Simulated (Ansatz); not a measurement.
A made-up structure of CH3ClIn (charge +1), singlet:

```
6
angstrom
Cl 0.4906 1.1624 0.1692
C -0.2798 -1.0030 -0.1401
In -1.8421 -1.4188 -0.2572
H 0.3597 -1.8911 -0.2281
H 0.6568 1.6514 -1.0564
H 0.5535 1.3250 1.4877
```

It is relaxed with PBE-D4/def2-SVP and then PBE0-D4/def2-TZVP (Ansatz 0.2.0). Atoms count as bonded within 1.22 times the sum of their covalent radii (H–H: 0.88 Å). The end point is not checked to be a true minimum.

Problem. Does its bonding change? (A judgement: the text doesn't fix the answer.)

Solution. The calculation gives: Yes. Formed: Cl1–C2; broken: none.

Where it ends: The first stage lowers the energy by 5.77 eV in 14 steps. It ends as CH₃ClIn ([ClH2][CH][In]), total charge +1:
```tsv
atom	x (Å)	y (Å)	z (Å)
Cl1	0.0591	0.8229	0.1155
C2	-0.2137	-0.7404	-0.1091
In3	-2.3599	-1.7705	-0.3259
H4	0.7137	-1.3141	-0.1556
H5	0.9027	1.5436	-0.7164
H6	0.8369	1.2845	1.1667
```

Labels in which every atom is bracketed show which atoms are joined, not bond orders.

For scale, one of the runs: PBE0-D4/def2-TZVP relaxation, 136 basis functions, launched by `ansatz run in.yaml --threads 2 --pin off --events-out ev --progress --plain --max-ram 4352MiB`. Hardware: 2 CPU threads of an AMD EPYC 9R45, shared host. Wall time about 7.5 s.
